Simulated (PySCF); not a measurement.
Iron: a sound run and one with changed settings

Sound run: Fe⁺ [Ar] 3d6 4s1, Fe²⁺ [Ar] 3d6. Calculation: PySCF 2.14, in x2c-SVPall (5s3p3d1f, 36 functions); the spin-free X2C one-electron Hamiltonian (Gaussian nucleus). In the sound run the correlated levels freeze [Ar]. The sound run starts from symmetry-adapted Hartree-Fock orbitals and uses a fine grid where one is needed.

Changed run: the non-relativistic Hamiltonian (point nucleus). This setting is unsound on purpose.

```tsv
species	method	sound run (hartree)	changed run (hartree)	converged
Fe⁺	UHF	-1270.89440	-1259.45571	yes
Fe⁺	r2SCAN	-1272.08279	-1260.64446	yes
Fe⁺	M06-L	-1272.02624	-1260.58713	yes
Fe⁺	MP2	-1270.97892	-1259.54016	yes
Fe²⁺	UHF	-1270.33356	-1258.90409	yes
Fe²⁺	r2SCAN	-1271.47495	-1260.04673	yes
Fe²⁺	M06-L	-1271.44228	-1260.01309	yes
Fe²⁺	MP2	-1270.40814	-1258.97863	yes
```

Ionisation energy of Fe⁺:

```tsv
method	sound run (eV)	changed run (eV)
UHF	15.261	15.010
r2SCAN	16.540	16.265
M06-L	15.890	15.620
MP2	15.532	15.280
SCS-MP2	15.428	15.177
```

Most of the change in total energy is the relativistic energy itself. On top of that the contraction fixes the core shape for the Hamiltonian it was made with, so the changed run is not a good calculation with the other Hamiltonian either.

For comparison, NIST gives 16.199 eV between the lowest levels.
